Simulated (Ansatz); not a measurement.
Single points on the cluster Sn2S4.

```yaml
crystal:
  periodic: [false, false, false]
  atoms:
    - {symbol: Sn, position_ang: [-0.899399, -0.730070, -1.526625]}
    - {symbol: Sn, position_ang: [0.900455, 0.736042, 1.528000]}
    - {symbol: S, position_ang: [1.555095, 0.170063, -0.960794]}
    - {symbol: S, position_ang: [-1.551828, -0.173147, 0.965093]}
    - {symbol: S, position_ang: [0.983990, 2.204400, -0.562987]}
    - {symbol: S, position_ang: [-0.988312, -2.207298, 0.557314]}
basis:
  gaussian: {orbitals: def2-TZVPD, initial_orbitals: start.molden}
hamiltonian: {xc: pbe, dispersion: d4}
scf: {omitted_lower_state_checks: [starts]}
output: {orbitals: {seedname: orbitals}}
```

The file start.molden holds the orbitals of an earlier run on this structure, at another level or in another basis.

```sh
$ ansatz run in.yaml --threads 4 --pin off --events-out ev --progress --plain --max-ram 4787MiB
```

Shortened log:

```
Functional definition: PBE
  name "PBE"
  cite "Perdew, Burke & Ernzerhof, Phys. Rev. Lett. 77, 3865 (1996) doi:10.1103/PhysRevLett.77.3865"
  parent pbe
  parameter kappa = 0.804
  parameter beta = 0.06672455060314922
  exchange = pbe_x(kappa = kappa, mu = beta*pi^2/3)
  correlation = pbe_c(beta = beta)
these checks for a lower state are left out or cut short: starts
1980 factors; their error is unknown
mean field evaluation 1: about -54992.4578 eV, gradient 1.8e1 eV
mean field evaluation 2: about -54992.7100 eV, gradient 4.1e-1 eV
mean field evaluation 4: about -54992.6945 eV, gradient 7.9e-2 eV
mean field -54992.69448009 eV, -2020.9442467561 hartree, gradient 3.2e-5 eV, S^2 0.000000; 0 other end points of the search recorded, 0 dependent functions left out
reference -54992.69454897 eV, -2020.9442492875 hartree; 54, 54 occupied and 242, 242 virtual orbitals, 1980 factors
Total energy: -54993.21523977 eV, -2020.9633843215 hartree
Checks for a lower state left out: starts
```

Hardware: 4 threads of Arm Neoverse V1 on a shared host. Wall time 8.5 s, peak host memory 0.69 GiB.

First input, but with `gaussian: {orbitals: def2-TZVP, initial_orbitals: start.molden}`, `hamiltonian: {xc: pbe0, dispersion: d4}` (abridged; 11 s):

```
Functional definition: PBE0
mean field -54995.94075011 eV, -2021.0635449791 hartree, gradient 2.6e-5 eV, S^2 0.000000
Total energy: -54996.39062784 eV, -2021.0800776807 hartree
Checks for a lower state left out: starts
```

First input, but with `gaussian: {orbitals: def2-TZVP, initial_orbitals: start.molden}`, `hamiltonian: {xc: pbe}`, `correlation: {method: rpa}` and without the key `output` (abridged; 14 s):

```
Functional definition: PBE
mean field -54992.62776650 eV, -2020.9417950770 hartree, gradient 3.1e-6 eV, S^2 0.000000
28 core orbitals not correlated: weight in the atoms' cores, before any rotation towards them, 1.000 or more for the frozen orbitals, at most 0.000 for the correlated occupied ones
Total energy: -54936.27121464 eV, -2018.8707299958 hartree
Checks for a lower state left out: starts
```

First input, but with `hamiltonian: {xc: pbe0, dispersion: d4}` (abridged; 16 s):

```
Functional definition: PBE0
mean field -54995.99878286 eV, -2021.0656776433 hartree, gradient 1.9e-5 eV, S^2 0.000000
Total energy: -54996.44868342 eV, -2021.0822111838 hartree
Checks for a lower state left out: starts
```

The first input with `gaussian: {orbitals: def2-TZVP, initial_orbitals: start.molden}`, `hamiltonian: {xc: hf}` (abridged; 9.5 s):

```
Functional definition: HF
mean field -54885.91443169 eV, -2017.0201523557 hartree, gradient 1.3e-5 eV, S^2 0.000000
Total energy: -54885.91443169 eV, -2017.0201523557 hartree
Checks for a lower state left out: starts
```

First input, but with `gaussian: {orbitals: STO-3G}`, `hamiltonian: {xc: hf}` (abridged; 1.8 s):

```
Functional definition: HF
mean field -367337.35108228 eV, -13499.3986620743 hartree, gradient 4.7e-5 eV, S^2 0.000000
Total energy: -367337.35108228 eV, -13499.3986620743 hartree
Checks for a lower state left out: starts
```

The first input with `gaussian: {orbitals: def2-SVP, initial_orbitals: start.molden}`, `hamiltonian: {xc: pbe0, dispersion: d4}` (abridged; 3 s):

```
Functional definition: PBE0
mean field -54980.42644641 eV, -2020.4934048341 hartree, gradient 2.7e-5 eV, S^2 0.000000
Total energy: -54980.87631787 eV, -2020.5099373051 hartree
Checks for a lower state left out: starts
```

Geometry: PBE-D4/def2-SVP.

In the def2 sets Sn takes a core potential, while STO-3G treats all electrons; there is no spin–orbit coupling. Correlated methods freeze 28 core orbitals; core or outer-core shells of Sn are correlated, in sets that lack core-valence functions. The structure comes from a short search, and lower isomers may exist.
